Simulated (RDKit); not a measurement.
Input file for RDKit: UFF on C3H9N (a complex), monomers drawn apart or pushed together.

```python
from rdkit import Chem
from rdkit.Chem import AllChem, rdDetermineBonds

blocks = [
'''6

C    -0.64296997    0.26062258    0.06777138
C     0.54211024   -0.19981771    0.44388338
H    -0.91349106    0.36676118   -0.97638270
H    -1.39484833    0.55139523    0.79203356
H     0.81222434   -0.30576896    1.48926575
H     1.28679951   -0.48807694   -0.28979604
''',
'''7

C    -0.61029748    0.32487696    4.32552253
N     0.74334048   -0.23043718    4.34095268
H    -1.27508228   -0.36850823    3.80827616
H    -0.60793436    1.25639902    3.75766760
H    -1.03868489    0.53147532    5.31512955
H     0.76823121   -1.10601657    4.84940071
H     1.38654712    0.40030252    4.80385086
''',
]
mol = None
for b in blocks:
    f = Chem.MolFromXYZBlock(b)
    rdDetermineBonds.DetermineBonds(f, charge=0)
    mol = f if mol is None else Chem.CombineMols(mol, f)
Chem.SanitizeMol(mol)
print(Chem.MolToSmiles(Chem.RemoveHs(mol)))
ff = AllChem.UFFGetMoleculeForceField(mol, vdwThresh=100.0, ignoreInterfragInteractions=False)
e = ff.CalcEnergy()
print(f'UFF energy {e:.6f} kcal/mol')
```

The log:

```
C=C.CN
UFF energy 2.797560 kcal/mol
```

The run finished.

Cost: about 0.010 core-seconds (a rough figure).
